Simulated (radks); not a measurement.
Coulomb parameter of the 5d shell of the tantalum ion Ta2+ in the model configuration [Xe] 4f14 5d1.5 6p1.5, as a second difference U = [E(n + 0.5) + E(n - 0.5) - 2 E(n)] / (0.5)^2 with all orbitals relaxed. "Bare": the charge of the atom changes with n. "Screened": the 6p shell takes up the change at fixed total charge, which measures U(5d,5d) + U(6p,6p) - 2 U(5d,6p). All-electron calculation, scalar-relativistic Kohn-Sham, BLYP, spin-unpolarised, spherical densities, finite nucleus; Fermi nuclear charge, rms radius 5.3507 fm. Program: a radial shooting solver on a logarithmic mesh with Libxc functionals.

case                   configuration  E - E(n) (eV)
start          [Xe] 4f14 5d1.5 6p1.5          0.000
bare +0.5        [Xe] 4f14 5d2 6p1.5        -10.154
bare -0.5        [Xe] 4f14 5d1 6p1.5         12.821
screened +0.5      [Xe] 4f14 5d2 6p1         -3.835
screened -0.5      [Xe] 4f14 5d1 6p2          4.287

U(bare) = 10.667 eV, U(screened by 6p) = 1.807 eV, against the Slater integral F0(5d,5d) = 13.203 eV with frozen orbitals.
